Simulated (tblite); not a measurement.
Run record: tight-binding relaxation, `C=C[Si@@H]1CC[C@@H](CC)[SiH2]1`.

Computed with GFN2-xTB geometry optimisation, gas phase (tblite 0.8.0). Start geometry: from a force field or distance geometry. The input is one job of a driver script: a line of settings, then coordinates in Å.

Command:
```bash
OMP_NUM_THREADS=1 python probes_run.py task.json out
```

Input:
```
{"job": {"kind": "relax", "xc": "GFN2-xTB", "basis": "xTB"}, "charge": 0, "multiplicity": 1}
C      3.818700     0.771200     0.646900
C      3.025000     0.367500    -0.382300
Si     1.472500    -0.533400    -0.130300
C      0.364900    -0.145200    -1.622600
C     -0.474200     1.019300    -1.233800
C     -1.256900     0.730600     0.019700
C     -2.086800    -0.500800    -0.167700
C     -2.886300    -0.848800     1.063000
Si     0.094900     0.487400     1.319000
H      4.725000     1.300900     0.365800
H      3.569600     0.607900     1.672200
H      3.355800     0.576100    -1.392900
H      1.596900    -1.943000     0.131300
H      1.080600     0.183400    -2.421400
H     -0.185100    -1.032500    -1.976100
H     -1.234400     1.161700    -2.033200
H      0.119000     1.962500    -1.112000
H     -1.856400     1.600400     0.324700
H     -1.508200    -1.398700    -0.463100
H     -2.802300    -0.290600    -0.975300
H     -3.958000    -1.047000     0.831900
H     -2.442000    -1.678100     1.646800
H     -2.858100     0.049200     1.730300
H     -0.319400    -0.384400     2.407000
H      0.634200     1.787100     1.761500
```

Output:
```
step      E/eV     max force
  0    -721.47713    2.869
  1    -721.72709    2.248
  2    -721.82367    0.720
  3    -721.90155    0.676
  4    -721.99319    0.466
  5    -722.01896    0.365
  6    -722.04365    0.286
  7    -722.06135    0.336
  8    -722.08264    0.376
  9    -722.09886    0.322
... (172 lines left out)
182    -722.27254    0.029
183    -722.27266    0.021
184    -722.27275    0.022
185    -722.27282    0.019
186    -722.27288    0.035
187    -722.27295    0.017
188    -722.27301    0.020
189    -722.27308    0.018
190    -722.27312    0.016
191    -722.27314    0.009
```

«max force» is the largest atomic force in eV/Å.

Task: From which step on does the largest force stay under 0.1 eV/Å, and how much energy is left to gain from there?

Result: From step 67 (0.072 eV/Å), 22.2 meV above the end.

Summary of the converged run: energy lowered by 18.4 kcal/mol over 191 steps; largest atomic force 0.009 eV/Å at the end.

The run took 3.6 s on an Arm Neoverse N1 with one thread, no GPU, shared host with 64 logical CPUs at a one-minute load of 56.
Labels such as C1 count atoms from 1, the log's own numbers from 0.
